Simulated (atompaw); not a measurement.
## Which setting gave this result? (barium (Ba), PAW (atompaw))

Base potential:

atompaw 4.2.0.5 input, output lines left out:

```
Ba 56
GGA-PBE scalarrelativistic loggrid 2001 logderivrange -5 5 251
6 6 5 0 0 0
6 0 0
6 1 0
5 2 0
0 0 0
c
c
c
c
v
v
c
c
c
v
v
c
c
v
3
3.00 2.40 2.90 2.40
n
n
y
0.05
n
y
0.3
n
bloechl besselshape
4 1 troulliermartins
```

Cutoffs, loose and tight: the cutoffs (Ry, on a coarse ladder) from which the occupation-weighted sum of valence levels, in a spherical-Bessel basis at the reference potential, stays within 10 and 1 mRy of its value at 400 Ry. They see the waves, projectors and local potential, not the compensation charge or the core.

Only the r_vloc is moved (3 further runs of the sweep failed or gave no value and are left out):

```csv
r_vloc (bohr),"cutoff, loose","cutoff, tight",bound ghosts
1.86,70 Ry,80 Ry,s
2.02,50 Ry,70 Ry,s
2.18,40 Ry,55 Ry,s
2.32,35 Ry,45 Ry,none
2.72,21 Ry,30 Ry,none
```

Question: One more run gave cutoff, loose: 25 Ry; cutoff, tight: 35 Ry; bound ghosts: none. Which value of the r_vloc was used?

Answer: 2.52 bohr. The loose cutoff moves one way along this sweep, from 70 Ry at 1.86 to 21 Ry at 2.72 bohr, which places the run between 2.32 and 2.72 bohr.
